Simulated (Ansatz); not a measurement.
System: BCl$_{2}$, charge 1, multiplicity 1. SMILES of the parent species: Cl[B]Cl

Atoms: Cl1, B2, Cl3. Bonds: Cl1-B2, B2-Cl3.

Bond lengths (Å) and angles (degrees) optimised at HF/3-21G with Ansatz (a first-principles code); HF/6-31G* with Ansatz; PBE/6-31G* with Ansatz; B3LYP/6-31G* with Ansatz, each started from the B3LYP-D3(BJ)/def2-TZVP structure (Ansatz) of the last column. A row stands for all coordinates that are equal there. 6-31G* holds six Cartesian d functions. No wavenumbers were computed at PBE/6-31G*, so these may be saddle points.

| coordinate | HF/3-21G | HF/6-31G* | PBE/6-31G* | B3LYP/6-31G* | B3LYP-D3(BJ)/def2-TZVP |
|---|---|---|---|---|---|
| Cl1-B2 | 1.634 | 1.613 | 1.625 | 1.621 | 1.613 |
| Cl1-B2-Cl3 | 180.0 | 180.0 | 180.0 | 180.0 | 180.0 |

Mean signed difference of all 2 bond lengths from B3LYP-D3(BJ)/def2-TZVP: HF/3-21G 0.020 Å, HF/6-31G* 0.000 Å, PBE/6-31G* 0.012 Å, B3LYP/6-31G* 0.007 Å.
